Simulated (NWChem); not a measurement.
GeH3O2F; SMILES [OH][GeH]([OH])[F]

```xyz
7

Ge     0.0220    -0.0290     0.3036
O      0.6419    -1.5109    -0.3880
O     -1.6309     0.2068    -0.2517
F      0.8855     1.3371    -0.3387
H      0.2235    -0.0759     1.8103
H      0.3766    -1.6355    -1.3069
H     -1.7995     1.1181    -0.5180
```
Atoms are numbered in this order, from 1.

Level: PBE0/def2-SVP (NWChem), optimised geometry, unscaled harmonic frequencies. 

### Question
List the harmonic frequencies with IR intensities, and the thermochemistry.

### Answer
```json
[
 {"frequency (cm⁻¹)": "125", "IR intensity (km/mol)": "87.7"},
 {"frequency (cm⁻¹)": "194", "IR intensity (km/mol)": "24.2"},
 {"frequency (cm⁻¹)": "233", "IR intensity (km/mol)": "31.5"},
 {"frequency (cm⁻¹)": "273", "IR intensity (km/mol)": "63.2"},
 {"frequency (cm⁻¹)": "313", "IR intensity (km/mol)": "123.1"},
 {"frequency (cm⁻¹)": "709", "IR intensity (km/mol)": "58.5"},
 {"frequency (cm⁻¹)": "722", "IR intensity (km/mol)": "41.8"},
 {"frequency (cm⁻¹)": "733", "IR intensity (km/mol)": "41.2"},
 {"frequency (cm⁻¹)": "743", "IR intensity (km/mol)": "72.1"},
 {"frequency (cm⁻¹)": "770", "IR intensity (km/mol)": "110.7"},
 {"frequency (cm⁻¹)": "890", "IR intensity (km/mol)": "112.9"},
 {"frequency (cm⁻¹)": "912", "IR intensity (km/mol)": "122.2"},
 {"frequency (cm⁻¹)": "2259", "IR intensity (km/mol)": "68.7"},
 {"frequency (cm⁻¹)": "3897", "IR intensity (km/mol)": "102.5"},
 {"frequency (cm⁻¹)": "3900", "IR intensity (km/mol)": "105.4"}
]
```

- zero-point energy: 23.8 kcal/mol
- thermal correction to the enthalpy at 298.15 K (with zero-point energy): 28.2 kcal/mol
- heat capacity Cv: 19.7 cal/(mol K)
- entropy at 298.15 K and 1 atm (symmetry number 1): 77.5 cal/(mol K)
- dipole moment: 1.14 D

Rigid rotor and harmonic oscillator.
